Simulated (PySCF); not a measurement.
C4H7BrS.
Bonds: C1–C2, C2–S3 (double), C2–C4, C4–C5, C5–Br6. Hydrogens: H7, H8, H9 on C1; H10, H11 on C4; H12, H13 on C5.

Method: PBE0-D3(BJ)/def2-SVP geometry optimisation, gas phase in PySCF 2.14.0; density fitting, grid level 1; the optimiser is geomeTRIC in internal coordinates, started from a GFN2-xTB structure with every atom displaced at random (about 0.01 Å).

Step 0: E = -85111.9035 eV
```
atom  x, y, z in Å  |  force x, y, z in eV/Å
C1      1.7743    0.3437   -0.1935   -1.176   0.809   0.457
C2      0.7007   -0.6813   -0.0830    1.103  -0.068   0.211
S3      0.9524   -2.1068    0.6392    0.096  -0.514   0.284
C4     -0.6211   -0.3484   -0.6357   -1.811  -0.489   0.486
C5     -1.6722   -0.1590    0.4734    0.914   0.803  -0.223
Br6    -1.3151    1.4871    1.4885   -0.110  -0.207  -0.031
H7      2.6965    0.0348    0.2478    0.866  -0.414   0.381
H8      1.4333    1.2864    0.3000    0.043  -0.367  -0.097
H9      1.9144    0.6209   -1.2263    0.197   0.150  -0.896
H10    -1.0066   -1.2005   -1.2270    0.202   0.086  -0.041
H11    -0.6229    0.5331   -1.2568    0.116   0.620  -0.503
H12    -2.6743   -0.0479    0.0959   -0.621   0.138  -0.437
H13    -1.6576   -0.9648    1.1901    0.182  -0.548   0.409
```

Step 1: E = -85112.0167 eV
```
atom  x, y, z in Å  |  force x, y, z in eV/Å
C1      1.7933    0.3448   -0.2437    0.288  -0.148  -0.098
C2      0.7281   -0.6696   -0.0258   -0.276   0.089  -0.003
S3      0.9505   -2.0507    0.8006    0.033  -0.024   0.008
C4     -0.6384   -0.3159   -0.5921    0.228   0.139   0.024
C5     -1.7081   -0.1601    0.4641   -0.174  -0.025   0.216
Br6    -1.4034    1.3844    1.6169    0.040   0.010  -0.058
H7      2.7586    0.0161    0.1720   -0.137   0.075  -0.063
H8      1.4765    1.2839    0.2359   -0.018   0.120   0.040
H9      1.9032    0.5626   -1.3238   -0.016  -0.010   0.114
H10    -0.9455   -1.1466   -1.2393   -0.102  -0.167  -0.137
H11    -0.5850    0.5896   -1.2220    0.000  -0.063   0.094
H12    -2.7071   -0.0136    0.0276    0.118  -0.018  -0.007
H13    -1.7211   -1.0275    1.1419    0.014   0.022  -0.131
```

Step 2: E = -85112.0222 eV
```
atom  x, y, z in Å  |  force x, y, z in eV/Å
C1      1.7942    0.3449   -0.2415    0.002   0.022  -0.030
C2      0.7194   -0.6641   -0.0228   -0.012   0.026  -0.006
S3      0.9560   -2.0424    0.8055   -0.033  -0.035   0.014
C4     -0.6431   -0.3184   -0.5929    0.110  -0.039  -0.045
C5     -1.7104   -0.1634    0.4667   -0.053   0.025   0.092
Br6    -1.3837    1.3817    1.6105   -0.004  -0.017  -0.020
H7      2.7544    0.0171    0.1747   -0.024   0.001   0.002
H8      1.4832    1.2930    0.2335    0.007   0.000  -0.010
H9      1.9064    0.5589   -1.3187   -0.007   0.005   0.002
H10    -0.9573   -1.1511   -1.2466    0.008   0.011   0.007
H11    -0.5902    0.5898   -1.2138   -0.001   0.000   0.011
H12    -2.7036   -0.0114    0.0264    0.006   0.008  -0.006
H13    -1.7238   -1.0373    1.1314    0.000  -0.009  -0.012
```

**Question.** Estimate the geometry and energy of step 3. (The exact step hangs on the optimiser's Hessian estimate; all steps are aligned on step 2, rigid shifts and turns removed.)

**Answer.** E = -85112.0223 eV, largest force 0.063 eV/Å
```
atom  x, y, z in Å  |  force x, y, z in eV/Å
C1      1.7923    0.3468   -0.2450   -0.011  -0.024   0.040
C2      0.7205   -0.6646   -0.0166   -0.031   0.011  -0.031
S3      0.9401   -2.0457    0.8134    0.055   0.030   0.006
C4     -0.6372   -0.3184   -0.5902   -0.023  -0.034  -0.023
C5     -1.7094   -0.1649    0.4687    0.005   0.020  -0.007
Br6    -1.3802    1.3745    1.6162   -0.005  -0.007   0.001
H7      2.7528    0.0249    0.1715    0.030  -0.008   0.016
H8      1.4809    1.2988    0.2231    0.001  -0.028  -0.007
H9      1.9006    0.5541   -1.3233   -0.004  -0.008  -0.016
H10    -0.9513   -1.1490   -1.2480    0.017   0.034   0.023
H11    -0.5811    0.5920   -1.2063   -0.016   0.017  -0.008
H12    -2.6987   -0.0073    0.0232   -0.018   0.008  -0.005
H13    -1.7276   -1.0437    1.1259    0.000  -0.011   0.012
```

The energy changes by -0.0001 eV. The first-order estimate −F·Δx gives -0.0019 eV and the mean of the old and new forces, exact on a quadratic surface, -0.0001 eV. The step makes an angle of 72° with the force vector and moves no atom by more than 0.018 Å.

The cost below is that of the whole optimisation. Hardware: one thread, AMD EPYC 7571 (x86_64) (shared host). Cost: 1.7 min of wall time, 0.56 GiB resident at most.
